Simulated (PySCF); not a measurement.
Compound: C3H2BrF.
SMILES with atom numbers: `[F:1][C:2]1([Br:3])[CH:4]=[CH:5]1` (hydrogens: H6 on C4; H7 on C5)

Cartesian coordinates in Å at the PBE0-D3(BJ)/def2-SVP level; atoms count from 1:
```xyz
7
C3H2BrF angstrom
F      1.336    0.168   -1.241
C      0.161    0.195   -0.569
Br    -1.159    1.029   -1.726
C      0.115    0.334    0.873
C     -0.195   -0.843    0.378
H      0.242    0.987    1.734
H     -0.512   -1.873    0.533
```

Computed with core-valence-separated Tamm–Dancoff BHandHLYP/aug-pcX-1 (pcseg-1 on H, def2-SVPD on Br) in PySCF, non-relativistic, gas phase, PBE0-D3(BJ)/def2-SVP geometry. The energies are unshifted.

The lowest roots of each edge with f over 0.003 (five at most, numbered afresh; weaker and dark ones are left out), with transition dipoles (au) in the frame of the coordinates:

| root | edge | E (eV) | μx | μy | μz |
| --- | --- | --- | --- | --- | --- |
| 1 | C | 282.92 | 0.1287 | -0.0371 | 0.0074 |
| 2 | C | 286.95 | 0.0126 | 0.0483 | 0.0203 |
| 3 | C | 286.96 | -0.0492 | 0.0324 | -0.0476 |
| 4 | C | 286.97 | -0.0421 | 0.0280 | -0.0388 |
| 5 | C | 287.07 | 0.0158 | 0.0190 | -0.0536 |
| 6 | F | 685.37 | -0.0382 | 0.0044 | 0.0134 |
| 7 | F | 687.61 | 0.0239 | -0.0003 | -0.0144 |

Problem. What are the oscillator strengths?

Solution. f = (2/3) ΔE |μ|², with ΔE in hartree (27.2114 eV):

```json
{"root": "1", "ΔE (Eh)": "10.3971", "|μ|² (au)": "0.017995", "f": "0.125", "core hole on": "C4/C5"}
{"root": "2", "ΔE (Eh)": "10.5451", "|μ|² (au)": "0.002904", "f": "0.020", "core hole on": "C4/C5"}
{"root": "3", "ΔE (Eh)": "10.5458", "|μ|² (au)": "0.005736", "f": "0.040", "core hole on": "C2 + C4/C5"}
{"root": "4", "ΔE (Eh)": "10.5460", "|μ|² (au)": "0.004062", "f": "0.029", "core hole on": "C2 + C4/C5"}
{"root": "5", "ΔE (Eh)": "10.5496", "|μ|² (au)": "0.003484", "f": "0.025", "core hole on": "C4/C5"}
{"root": "6", "ΔE (Eh)": "25.1867", "|μ|² (au)": "0.001658", "f": "0.028", "core hole on": "F1"}
{"root": "7", "ΔE (Eh)": "25.2691", "|μ|² (au)": "0.000779", "f": "0.013", "core hole on": "F1"}
```

Problem. Molecules are fixed in this frame and the field points along x. What effective strengths 3 f cos²θ do the roots have (θ between field and μ)?

Solution. root 1 (C4/C5): 0.345, root 2 (C4/C5): 0.003, root 3 (C2 + C4/C5): 0.051, root 4 (C2 + C4/C5): 0.037, root 5 (C4/C5): 0.005, root 6 (F1): 0.074, root 7 (F1): 0.029. Root 1 is the strongest. Averaged over all orientations cos²θ is 1/3, which gives f back.

 The BHandHLYP/aug-pcX-1 (pcseg-1 on H, def2-SVPD on Br) calculation is non-relativistic and has no spin–orbit coupling, an omission that weighs most on bromine.
